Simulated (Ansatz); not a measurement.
B2ClH5InN (`[BH2][In]([Cl])[BH]N`) from Hartree–Fock to CCSD(T)

```xyz
10

B    -0.418   -1.087    2.700
In   -0.073   -0.291    0.636
Cl   -1.447    1.707    0.600
B     0.784   -0.219   -1.452
N     0.341    0.868   -2.175
H     0.266   -0.745    3.620
H    -1.316   -1.841    2.933
H     1.543   -0.998   -1.950
H    -0.301    1.547   -1.787
H     0.621    1.059   -3.125
```

Charge 0, multiplicity 1. Correlated methods include outer-core shells of In, which these sets cover unevenly. In takes the def2 core potential. Geometry: relaxed with PBE0-D4/def2-TZVP. It is one conformer, not always the lowest. Frozen core, restricted reference, Ansatz.

| basis | HF (Eh) | MP2 corr. | CCSD corr. | (T) | CCSD(T) total |
| --- | --- | --- | --- | --- | --- |
| def2-SVP | -755.26324 | -0.54696 | -0.60604 | -0.01741 | -755.88669 |
| def2-TZVPP | -755.54707 | -0.88734 | -0.92972 | -0.03507 | -756.51186 |
| def2-QZVPP | -755.56598 | -1.12359 | – | – | – |
